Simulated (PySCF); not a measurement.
Si(Cl)(Vi)3, C6H9ClSi, SMILES C=C[Si](Cl)(C=C)C=C, GFN2-xTB optimised geometry.

```
17

C     -2.60    -1.90     2.44
C     -1.83    -2.35     1.46
Si    -1.21    -1.33     0.00
Cl    -1.82    -2.26    -1.72
C     -1.92     0.42     0.00
C     -1.72     1.30     0.96
C      0.69    -1.33     0.00
C      1.45    -0.25     0.09
H     -2.93    -2.53     3.25
H     -2.92    -0.87     2.47
H     -1.54    -3.40     1.48
H     -2.53     0.71    -0.85
H     -1.12     1.07     1.83
H     -2.14     2.30     0.93
H      1.17    -2.30    -0.09
H      2.53    -0.31     0.08
H      1.03     0.73     0.18
```

Density from PBE0/def2-SVP (PySCF) at that geometry.

Minimum of the electron density along straight lines between bonded atoms, close to the bond critical point (lines longer than 1.1 times the sum of covalent radii, or with two minima, are not listed):

| bond | length / Å | ρ at the minimum / e bohr⁻³ | ∇²ρ there / e bohr⁻⁵ | position (fraction from the first atom) |
|---|---|---|---|---|
| C1–C2 | 1.324 | 0.342 | -0.91 | 0.51 |
| C2–Si3 | 1.892 | 0.113 | 0.32 | 0.62 |
| Si3–Cl4 | 2.047 | … | 0.29 | 0.37 |
| Si3–C5 | 1.886 | 0.114 | 0.34 | 0.38 |
| C5–C6 | 1.324 | 0.342 | -0.92 | 0.49 |
| Si3–C7 | 1.892 | 0.113 | 0.32 | 0.38 |
| C7–C8 | 1.324 | 0.342 | -0.91 | 0.50 |
| C1–H9 | 1.079 | 0.283 | -1.09 | 0.63 |
| C1–H10 | 1.078 | 0.285 | -1.11 | 0.64 |
| C2–H11 | 1.084 | 0.277 | -1.02 | 0.63 |
| C5–H12 | 1.084 | 0.278 | -1.04 | 0.63 |
| C6–H13 | 1.078 | 0.284 | -1.10 | 0.63 |
| C6–H14 | 1.080 | 0.283 | -1.09 | 0.64 |
| C7–H15 | 1.084 | 0.277 | -1.02 | 0.63 |
| C8–H16 | 1.079 | 0.283 | -1.09 | 0.63 |
| C8–H17 | 1.078 | 0.285 | -1.11 | 0.64 |

**Question.** Complete the blanks.

**Answer.** 
- Si3–Cl4, ρ at the minimum / e bohr⁻³: 0.092
